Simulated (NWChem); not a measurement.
System: C₂H₅BF₂O; SMILES OB(C(F)F)C

Parts of the log:

```
             Northwest Computational Chemistry Package (NWChem) 7.3.0
             --------------------------------------------------------

                             Geometry "geometry" -> ""
                             -------------------------

 Output coordinates in angstroms (scale by  1.889725989 to convert to a.u.)

  No.       Tag          Charge          X              Y              Z
 ---- ---------------- ---------- -------------- -------------- --------------
    1 C                    6.0000     1.04660300    -1.84478700    -0.13091000
    2 B                    5.0000    -0.11003800    -0.79921700    -0.04241200
    3 O                    8.0000    -1.35886900    -1.14938700     0.31598400
    4 C                    6.0000     0.13615200     0.75867000    -0.37539800
    5 F                    9.0000    -1.02529500     1.45950600    -0.15955000
    6 F                    9.0000     1.08525200     1.27201400     0.45278700
    7 H                    1.0000     0.73250100    -2.85273500     0.17345700
    8 H                    1.0000     1.89389100    -1.52572500     0.49902300
    9 H                    1.0000     1.44244500    -1.89626000    -1.16004700
   10 H                    1.0000    -1.94268000    -0.37714800     0.33627500
   11 H                    1.0000     0.44944100     0.97126700    -1.41537900

 Effective nuclear repulsion energy (a.u.)     236.4342215812

  xc_inp: hfexch multiplicative factor not found.

                                 NWChem DFT Module
                                 -----------------

 Summary of "ao basis" -> "ao basis" (spherical)
 ------------------------------------------------------------------------------
       Tag                 Description            Shells   Functions and Types
 ---------------- ------------------------------  ------  ---------------------
 C                           6-31g*                  6       14   3s2p1d
 B                           6-31g*                  6       14   3s2p1d
 O                           6-31g*                  6       14   3s2p1d
 F                           6-31g*                  6       14   3s2p1d
 H                           6-31g*                  2        2   2s

            General Information
            -------------------
          SCF calculation type: DFT
          Wavefunction type:  closed shell.
          No. of atoms     :    11
          No. of electrons :    48
           Alpha electrons :    24
            Beta electrons :    24
          Charge           :     0
          Spin multiplicity:     1
          Use of symmetry is: off; symmetry adaption is: off
          Maximum number of iterations: 150
          AO basis - number of functions:    94
                     number of shells:    46
          Convergence on energy requested:  1.00D-06
          Convergence on density requested:  1.00D-05
          Convergence on gradient requested:  5.00D-04

              XC Information
              --------------
                     Hartree-Fock (Exact) Exchange  1.000

      Superposition of Atomic Density Guess
      -------------------------------------

 Sum of atomic energies:        -375.83677576

      Non-variational initial energy
      ------------------------------

 Total energy =    -378.256024
 1-e energy   =    -987.732368
 2-e energy   =     373.042122
 HOMO         =      -0.294034
 LUMO         =       0.044758

     ---------------------------------------------
      Total Density - Mulliken Population Analysis
     ---------------------------------------------

    Atom       Charge   Shell Charges
 -----------   ------   -------------------------------------------------------
    1 C    6     6.95   2.00  0.72  2.13  0.69  1.38  0.02
    2 B    5     4.35   2.00  0.60  1.11  0.36  0.19  0.09
    3 O    8     8.86   2.00  0.93  3.13  0.89  1.91  0.01
    4 C    6     5.25   2.00  0.67  1.46  0.49  0.55  0.08
    5 F    9     9.51   2.00  0.94  3.41  1.01  2.13  0.01
    6 F    9     9.50   2.00  0.94  3.41  1.01  2.12  0.01
    7 H    1     0.76   0.46  0.30
    8 H    1     0.74   0.45  0.29
    9 H    1     0.74   0.45  0.29
   10 H    1     0.46   0.35  0.11
   11 H    1     0.88   0.50  0.39

   convergence    iter        energy       DeltaE   RMS-Dens  Diis-err
 ---------------- ----- ----------------- --------- --------- ---------
 d= 0,ls=0.0,diis     1   -376.9986471809 -6.13D+02  7.50D-03  1.02D+00
 d= 0,ls=0.0,diis     2   -377.0907233173 -9.21D-02  2.79D-03  3.14D-01
 d= 0,ls=0.0,diis     3   -377.1192072101 -2.85D-02  8.59D-04  8.33D-03
 d= 0,ls=0.0,diis     4   -377.1205494359 -1.34D-03  2.36D-04  4.64D-04
 d= 0,ls=0.0,diis     5   -377.1206275674 -7.81D-05  7.87D-05  2.91D-05
  Resetting Diis
 d= 0,ls=0.0,diis     6   -377.1206347745 -7.21D-06  2.39D-05  3.78D-06
 d= 0,ls=0.0,diis     7   -377.1206355931 -8.19D-07  6.60D-06  4.44D-07

         Total DFT energy =     -377.120635593089
      One electron energy =     -990.948536934123
           Coulomb energy =      421.972995666327
    Exchange-Corr. energy =      -44.579315906453
 Nuclear repulsion energy =      236.434221581161

 Numeric. integr. density =        0.000000000000

                       DFT Final Molecular Orbital Analysis
                       ------------------------------------

 Vector   22  Occ=2.000000D+00  E=-5.290111D-01
              MO Center= -9.3D-02, -1.4D+00,  9.3D-02, r^2= 2.9D+00
   Bfn.  Coefficient  Atom+Function         Bfn.  Coefficient  Atom+Function
  ----- ------------  ---------------      ----- ------------  ---------------
    33      0.440804   3 O  pz               37      0.342743   3 O  pz
     5     -0.258816   1 C  pz               87     -0.173575   8 H  s
     9     -0.157499   1 C  pz               88     -0.152516   8 H  s
    89      0.145220   9 H  s                90      0.133015   9 H  s
     3     -0.113293   1 C  px               31      0.085264   3 O  px

 Vector   23  Occ=2.000000D+00  E=-5.266644D-01
              MO Center=  6.4D-01, -1.0D+00, -2.0D-01, r^2= 3.0D+00
   Bfn.  Coefficient  Atom+Function         Bfn.  Coefficient  Atom+Function
  ----- ------------  ---------------      ----- ------------  ---------------
     3      0.352101   1 C  px               17     -0.221841   2 B  px
     7      0.199431   1 C  px               31      0.182191   3 O  px
    16     -0.150045   2 B  s                89      0.136787   9 H  s
    47     -0.129359   4 C  pz               87      0.127928   8 H  s
    75      0.122727   6 F  pz               90      0.122466   9 H  s

 Vector   24  Occ=2.000000D+00  E=-4.537634D-01
              MO Center=  1.1D-01, -3.0D-01, -1.3D-01, r^2= 3.0D+00
   Bfn.  Coefficient  Atom+Function         Bfn.  Coefficient  Atom+Function
  ----- ------------  ---------------      ----- ------------  ---------------
    18      0.325596   2 B  py               46     -0.317770   4 C  py
     4     -0.206584   1 C  py               32     -0.196150   3 O  py
    48      0.195941   4 C  s                74      0.181245   6 F  py
    60      0.173432   5 F  py               47      0.159299   4 C  pz
     3      0.157197   1 C  px               36     -0.153320   3 O  py

 Vector   25  Occ=0.000000D+00  E= 1.493529D-01
              MO Center= -7.0D-04, -6.4D-01, -8.0D-02, r^2= 2.6D+00
   Bfn.  Coefficient  Atom+Function         Bfn.  Coefficient  Atom+Function
  ----- ------------  ---------------      ----- ------------  ---------------
    23      0.680194   2 B  pz               19      0.364881   2 B  pz
    37     -0.322695   3 O  pz               90      0.308708   9 H  s
    94      0.278765  11 H  s                88     -0.256198   8 H  s
    33     -0.224882   3 O  pz               76     -0.214474   6 F  s
    51      0.168309   4 C  pz               22      0.162590   2 B  py

[...]

                     NWChem Electrostatic Potential Fit Module
                     -----------------------------------------

 Atom parameters

 Number of atoms is                                   11
 Number of basis functions is                         94

 Grid parameters

 Maximum number of grid points is                  41648
 Number of grid points is                          41647
 Grid range                                     0.300000 nm
 Grid spacing                                   0.020000 nm
 Probe radius                                   0.070000 nm
 Atom radius factor                             1.000000

 Atomic radii

    1    0.100000
    5    0.158000
    6    0.147000
    8    0.136000
    9    0.128000
 FASTESP  F
  using M.O. file = ./job.movecs

    Atom              Coordinates                           Charge

                                                  ESP

    1 C     0.104660   -0.184479   -0.013091   -0.362875
    2 B    -0.011004   -0.079922   -0.004241    0.586720
    3 O    -0.135887   -0.114939    0.031598   -0.694841
    4 C     0.013615    0.075867   -0.037540    0.398677
    5 F    -0.102530    0.145951   -0.015955   -0.295774
    6 F     0.108525    0.127201    0.045279   -0.279762
    7 H     0.073250   -0.285274    0.017346    0.105325
    8 H     0.189389   -0.152573    0.049902    0.067008
    9 H     0.144245   -0.189626   -0.116005    0.045058
   10 H    -0.194268   -0.037715    0.033628    0.420130
   11 H     0.044944    0.097127   -0.141538    0.010333
                                            ------------
                                                0.000000

 Dipole moment                                  0.612704

 Quadrupole moment Qxx                          2.693592
                   Qyy                         -9.921246
                   Qzz                          7.227654

 RMS deviation kJ/mol                           0.047805

 RRMS %                                        22.093821
```

Level: Hartree-Fock/6-31G* (spherical d). Geometry: optimised at PBE0/def2-SVP.

Problem. Write an input that gives this output.

Solution. Several could match; the one computed here: the input that was run:
```
start job
memory heap 200 mb stack 900 mb global 1100 mb
geometry units angstroms noautosym nocenter noautoz
  C      1.046603    -1.844787    -0.130910
  B     -0.110038    -0.799217    -0.042412
  O     -1.358869    -1.149387     0.315984
  C      0.136152     0.758670    -0.375398
  F     -1.025295     1.459506    -0.159550
  F      1.085252     1.272014     0.452787
  H      0.732501    -2.852735     0.173457
  H      1.893891    -1.525725     0.499023
  H      1.442445    -1.896260    -1.160047
  H     -1.942680    -0.377148     0.336275
  H      0.449441     0.971267    -1.415379
end
basis spherical
  C library 6-31g*
  B library 6-31g*
  O library 6-31g*
  F library 6-31g*
  H library 6-31g*
end
dft
  xc hfexch
  iterations 150
  mulliken
end
task dft energy
esp
  recalculate
  probe 0.07
  range 0.3
  factor 1.0
  spacing 0.02
end
task esp
```
